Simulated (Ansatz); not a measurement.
Start from `FBOC[SiH3]` and change one atom or group to get `COBF`.

Ansatz, PBE0-D4/def2-TZVP geometries, multiplicity 1. Each molecule was computed in one conformer, which needn't be the lowest.

| property | `FBOC[SiH3]` |
| --- | --- |
| size of the dipole moment (ωB97M-V/def2-TZVPP) / D | 1.31 |
| size of the dipole moment (B3LYP/def2-TZVPP) / D | 1.30 |
| LUMO energy (B3LYP/def2-TZVPP) / eV | 0.02 |
| size of the dipole moment (PBE/def2-TZVPP) / D | 1.31 |
| HOMO energy (B3LYP/def2-TZVPP) / eV | -8.32 |
| LUMO energy (ωB97M-V/def2-TZVPP) / eV | 1.89 |

Q: Give the same properties after the change, and the shifts. (Estimate.)

A: Computed: 
```
                                          property  `COBF`  shift
size of the dipole moment (ωB97M-V/def2-TZVPP) / D    2.54   1.23
  size of the dipole moment (B3LYP/def2-TZVPP) / D    2.56   1.26
               LUMO energy (B3LYP/def2-TZVPP) / eV    0.10   0.08
    size of the dipole moment (PBE/def2-TZVPP) / D    2.42   1.11
               HOMO energy (B3LYP/def2-TZVPP) / eV   -9.07  -0.75
             LUMO energy (ωB97M-V/def2-TZVPP) / eV    2.17   0.28
```

With PBE0 the HOMO falls by 0.78 eV and the LUMO rises by 0.11 eV, so the gap widens by about 0.89 eV. PBE moves the HOMO by -0.57 eV and ωB97M-V by -0.89 eV. Dipoles are sizes alone; their direction can turn.

B3LYP here is the variant with VWN-RPA as its local correlation; programs differ in this.
